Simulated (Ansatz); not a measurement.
Abridged output of a molecular run in Ansatz:

```
Functional definition: HF
1539 factors; integrals over basis functions are off by at most 8.5e-4 eV
mean field evaluation 1: about -62985.8688 eV, gradient 7.5e1 eV
mean field evaluation 2: about -62986.1715 eV, gradient 7.5e1 eV
mean field evaluation 4: about -62995.3303 eV, gradient 3.5e1 eV
mean field evaluation 8: about -62997.3008 eV, gradient 8.6e-1 eV
mean field evaluation 16: about -62997.3430 eV, gradient 8.3e-5 eV
mean field -62997.34295230 eV, -2315.1096523642 hartree, gradient 2.6e-6 eV, S^2 0.000000; 3 other end points of the search recorded, 0 dependent functions left out; unrestricted orbitals would lower it
unrestricted determinant -62998.63502442 eV, -2315.1571351391 hartree, S^2 0.9515
21 core orbitals not correlated: weight in the atoms' cores, before any rotation towards them, 1.000 or more for the frozen orbitals, at most 0.000 for the correlated occupied ones
reference -62997.34295230 eV, -2315.1096523642 hartree; 20, 20 occupied and 208, 208 virtual orbitals, 1539 factors
second order -39.97140012 eV of doubles, -0.00000000 eV of singles
cycle   1  -31.89917425 eV  change     8.1e0 eV  update   6.3e-1
cycle   2  -36.98304129 eV  change    -5.1e0 eV  update   9.3e-1
cycle   3  -37.61874765 eV  change   -6.4e-1 eV  update   1.2e-1
cycle   4  -37.61871081 eV  change    3.7e-5 eV  update   8.5e-2
cycle   5  -37.57563556 eV  change    4.3e-2 eV  update   3.7e-2
cycle   6  -37.60636479 eV  change   -3.1e-2 eV  update   1.5e-2
cycle   7  -37.59978728 eV  change    6.6e-3 eV  update   9.5e-3
cycle   8  -37.58768621 eV  change    1.2e-2 eV  update   5.8e-3
cycle   9  -37.59039167 eV  change   -2.7e-3 eV  update   2.5e-3
cycle  10  -37.59392350 eV  change   -3.5e-3 eV  update   1.2e-3
cycle  11  -37.59506108 eV  change   -1.1e-3 eV  update   7.0e-4
cycle  12  -37.59460980 eV  change    4.5e-4 eV  update   4.7e-4
cycle  13  -37.59426947 eV  change    3.4e-4 eV  update   2.3e-4
cycle  14  -37.59431557 eV  change   -4.6e-5 eV  update   1.3e-4
cycle  15  -37.59426191 eV  change    5.4e-5 eV  update   7.8e-5
cycle  16  -37.59426292 eV  change   -1.0e-6 eV  update   6.2e-5
cycle  17  -37.59419439 eV  change    6.9e-5 eV  update   2.6e-5
cycle  18  -37.59427466 eV  change   -8.0e-5 eV  update   2.1e-5
cycle  19  -37.59425326 eV  change    2.1e-5 eV  update   1.2e-5
perturbative correction -2.98638420 eV, -0.1097475952 hartree
Total energy: -63037.92358976 eV, -2316.6009632843 hartree
```

Its atoms:

Z-matrix (Å, degrees):
```
V
S 1 1.982
Cl 1 2.147 2 111.0
N 1 1.790 2 105.4 3 118.5
Cl 1 2.147 2 111.0 3 -123.0
H 4 1.014 1 119.0 2 -180.0
H 4 1.008 1 128.4 2 0.0
```

(1) Which basis set was used?
A. def2-SVP
B. def2-TZVPP
C. cc-pV(D+d)Z
D. def2-SVPD

(2) Write the keys of the input that set method, charge and spin (a neutral closed shell needs none for the last two).

Results:

(1) B. It gives 249 functions.

(2) 
```yaml
correlation: {method: ccsd_t}
```
